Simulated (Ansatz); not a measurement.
A nudged elastic band was laid between two geometries of H₇SbSi₂ (10 atoms, charge 0, multiplicity 1).

The calculation used RKS BLYP/def2-SVP (Ansatz 0.2.0).

```yaml
movable_images: 5
climbing_image: yes
spring: 5.0 eV/Å²
optimiser: lbfgs
start_path: through a guess of the saddle point
force_threshold: 0.03 eV/Å
iteration_limit: 60
end_points: relaxed
```

Image 0:

```xyz
10
Properties=species:S:1:pos:R:3
Si -1.602 0.701 -0.606
Si 0.330 -0.660 -0.437
Sb 2.226 0.520 0.991
H -2.661 0.040 -1.444
H -1.247 2.019 -1.235
H -2.170 0.965 0.759
H -0.041 -2.000 0.135
H 0.885 -0.890 -1.818
H 1.320 0.258 2.457
H 3.043 -1.005 1.201
```

Image 6:

```xyz
10
Properties=species:S:1:pos:R:3
Si -1.614 0.681 -0.586
Si 0.206 -0.799 -0.251
Sb 2.402 0.497 0.475
H -1.258 1.710 -1.622
H -1.946 1.394 0.694
H -2.836 -0.060 -1.050
H -0.173 -1.848 0.758
H 0.509 -1.502 -1.548
H 1.702 0.854 2.031
H 3.090 -0.977 1.102
```

Q: Which bonds break or form, and what moves?

A: No bond is made or broken. The dihedral H6–Si1–Si2–Sb3 goes from -61 to 178°. The two ends are copies of one structure, up to a mirror image or an exchange of like atoms.

Q: What energy profile does the band end with?

A: The run ended unconverged. The highest image is number 4 of 0 to 6, 0.036 eV above the ends, which have the same energy within 2 meV. The band didn't meet its force threshold, so its energies are provisional: the largest band force was still 0.26 eV/Å, and over the last iterations the top stayed at 0.04 eV.

```tsv
image	path coordinate (Å)	energy (eV)	dihedral H6–Si1–Si2–Sb3 (°)
0	0.00	0.000	-61
1	0.56	0.009	-76
2	1.15	0.019	-92
3	1.78	0.032	-109
4	2.44	0.036	-127
5	3.46	0.019	-155
6	4.48	0.000	178
```

Run time: 6.3 min on 2 threads of Arm Neoverse V2 (shared host), peak memory 0.14 GiB.
